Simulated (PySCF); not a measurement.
Computed XPS line lists of a few unrelated compounds.

Computed with PySCF 2.14.0, delta-SCF UKS SCAN, pcX-2 on the ionised atom, pcseg-1 elsewhere, spin-free X2C. Geometries: GFN2-xTB; isolated species, one conformer each.

Line lists (1s up to Mg, 2p3/2 beyond; areas count atoms within a level, one atom standing for each set equivalent by bonding):
1. C 1s: 290.06 (area 1), 290.47 (area 1), 290.74 (area 1), 291.08 (area 1), 291.76 (area 1) eV
2. C 1s: 292.47 (area 1), 292.55 (area 1), 292.81 (area 1), 293.12 (area 1) eV; N 1s: 405.33 eV; Cl 2p3/2: 206.91 (area 1), 206.92 (area 1) eV
3. C 1s: 290.31 eV; Si 2p3/2: 106.71 eV; P 2p3/2: 136.45 eV

Structures:
A. `C#CC#CC`
B. `[SiH3]CP`
C. `N#CC/C(Cl)=C/Cl`

Problem. Match each list to its structure.

Solution. 
- 1 = A: no other candidate has this set of levels. C 1s: 290.06 terminal alkyne carbon, 290.47 alkyne carbon, 290.74 alkyne carbon, 291.08 alkyne carbon, 291.76 propargylic carbon.
- 2 = C: no other candidate has this set of levels. C 1s: 292.47 vinylic C–Cl carbon, 292.55 nitrile carbon, 292.81 vinylic C–Cl carbon, 293.12 sp3 carbon next to a nitrile; N 1s: 405.33 nitrile nitrogen; Cl 2p3/2: 206.91 vinyl chlorine, 206.92 vinyl chlorine.
- 3 = B: no other candidate has this set of levels. C 1s: 290.31 sp3 carbon bound to silicon; Si 2p3/2: 106.71 SiH3 silicon; P 2p3/2: 136.45 phosphine phosphorus.

The 2p values aren't plain energy differences: one relaxed spin-free 2p hole is combined with a matrix within the shell (ground-state 2p orbital-energy differences and spin–orbit coupling). 2p3/2, the mean of its two sublevels, lies a third of the splitting below the shell's mean and 2p1/2 two thirds above it; the statistical areas are 2:1. 4 of these hole states are spin-contaminated (⟨S²⟩ up to 0.95, against 0.75; counted from 0.85) and less certain.
